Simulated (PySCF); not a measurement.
# Radial density of Ne⁺ (neon, charge +1)

TPSS, [He] 2s2 2p5, 2P determinant. Computed with PySCF 2.14 in jorge-DZP-DKH, with scalar relativity by spin-free X2C-1e.

```
r (bohr)  4πr²ρ (e/bohr)  4πr²(ρα − ρβ)
 0.00228         0.04110         0.0000
 0.00384          0.1135         0.0000
 0.00645          0.3028        -0.0001
  0.0109          0.7665        -0.0001
  0.0183           1.849        -0.0003
  0.0307           4.046        -0.0001
  0.0516           7.529         0.0031
  0.0869           10.63         0.0238
   0.146           9.737         0.1160
   0.246           5.668         0.3939
   0.413           5.970         0.9020
   0.695           7.555         1.0699
    1.17           3.645         0.4923
    1.97          0.4906         0.0545
    3.31         0.01401         0.0018
```

Densities and radii are taken from the X2C orbitals without a picture-change correction, which distorts them close to the nucleus.
